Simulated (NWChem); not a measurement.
System: Cl2 anion, doublet

Input file for NWChem:

```
start job
memory heap 200 mb stack 900 mb global 1100 mb
charge -1
geometry units angstroms noautosym nocenter noautoz
  Cl     0.000000     0.000000    -1.360302
  Cl     0.000000     0.000000     1.360302
end
basis spherical
  * library def2-tzvp
end
dft
  odft
  mult 2
  xc pbe0
  iterations 150
end
property
  hyperfine
end
task dft property
```

NWChem printed, in part:

```
             Northwest Computational Chemistry Package (NWChem) 7.3.0
             --------------------------------------------------------

                             Geometry "geometry" -> ""
                             -------------------------

 Output coordinates in angstroms (scale by  1.889725989 to convert to a.u.)

  No.       Tag          Charge          X              Y              Z
 ---- ---------------- ---------- -------------- -------------- --------------
    1 Cl                  17.0000     0.00000000     0.00000000    -1.36030200
    2 Cl                  17.0000     0.00000000     0.00000000     1.36030200

 Effective nuclear repulsion energy (a.u.)      56.2126002023

                              NWChem Property Module
                              ----------------------

  itol2e modified to match energy
  convergence criterion.

                                 NWChem DFT Module
                                 -----------------

 Summary of "ao basis" -> "ao basis" (spherical)
 ------------------------------------------------------------------------------
       Tag                 Description            Shells   Functions and Types
 ---------------- ------------------------------  ------  ---------------------
 Cl                        def2-tzvp                13       37   5s5p2d1f

  itol2e modified to match energy
  convergence criterion.

            General Information
            -------------------
          SCF calculation type: DFT
          Wavefunction type:  spin polarized.
          No. of atoms     :     2
          No. of electrons :    35
           Alpha electrons :    18
            Beta electrons :    17
          Charge           :    -1
          Spin multiplicity:     2
          Use of symmetry is: off; symmetry adaption is: off
          Maximum number of iterations: 150
          AO basis - number of functions:    74
                     number of shells:    26
          Convergence on energy requested:  1.00D-07
          Convergence on density requested:  1.00D-05
          Convergence on gradient requested:  5.00D-04

              XC Information
              --------------
                         PBE0 Method XC Functional
                     Hartree-Fock (Exact) Exchange  0.250
          PerdewBurkeErnzerhof Exchange Functional  0.750
            Perdew 1991 LDA Correlation Functional  1.000 local
           PerdewBurkeErnz. Correlation Functional  1.000 non-local

[...]

          ----------------------
          Hyperfine Interactions
          ----------------------

 Total Spin Density (Fermi Contact Term)
 ------------------ --------------------
     Atom            x         y         z       Density (a.u.)      Aiso(MHz)     Aiso(Gauss)
     1  35-Cl     0.00000   0.00000  -2.57060       0.205159         89.954528      32.097958
     2  35-Cl     0.00000   0.00000   2.57060       0.205159         89.954541      32.097963

           -------------------------------------------
           Anisotropic Interaction (Spin-Dipolar Term)
           -------------------------------------------

 ------------------------------------------------------------
     Atom            x         y         z
 ------------------------------------------------------------
     1  35-Cl     0.00000   0.00000  -2.57060

   Spin-Dipolar term (a.u.)
        xx             yy             zz             xy             xz             yz
 ------------------------------------------------------------------------------------------
      -1.717706      -1.717706       3.435412       0.000000       0.000001       0.000001

   Principal Comp. of -hf- tensor (au)            Anisotropic -hfcc- (MHz)               Anisotropic -hfcc- (Gauss)
 --------------------------------------------------------------------------------------------------------------------------
     -1.717706    -1.717706     3.435412     -89.900670   -89.900670   179.801341     -32.078741   -32.078741    64.157481

   Orientation of the principal axis of Hyperfine Tensor w.r.t absolute (molecular) frame
 --------------------------------------------------------------------------------------------------------------------------
      0.998345    -0.057504     0.000000
      0.057504     0.998345     0.000000
     -0.000000    -0.000000     1.000000

 ------------------------------------------------------------
     Atom            x         y         z
 ------------------------------------------------------------
     2  35-Cl     0.00000   0.00000   2.57060

   Spin-Dipolar term (a.u.)
        xx             yy             zz             xy             xz             yz
 ------------------------------------------------------------------------------------------
      -1.717706      -1.717706       3.435412       0.000000      -0.000003       0.000001

   Principal Comp. of -hf- tensor (au)            Anisotropic -hfcc- (MHz)               Anisotropic -hfcc- (Gauss)
 --------------------------------------------------------------------------------------------------------------------------
     -1.717706    -1.717706     3.435412     -89.900652   -89.900652   179.801304     -32.078734   -32.078734    64.157468

   Orientation of the principal axis of Hyperfine Tensor w.r.t absolute (molecular) frame
 --------------------------------------------------------------------------------------------------------------------------
      0.707508    -0.706705    -0.000000
      0.706705     0.707508     0.000000
      0.000000    -0.000001     1.000000
```

Level: PBE0/def2-TZVP, spin-unrestricted, contact and dipolar terms. Sets without diffuse functions describe the anion's extra electron poorly. Structure relaxed at the B3LYP/def2-SVPD, spin-unrestricted level. No stability test was run on the SCF state.
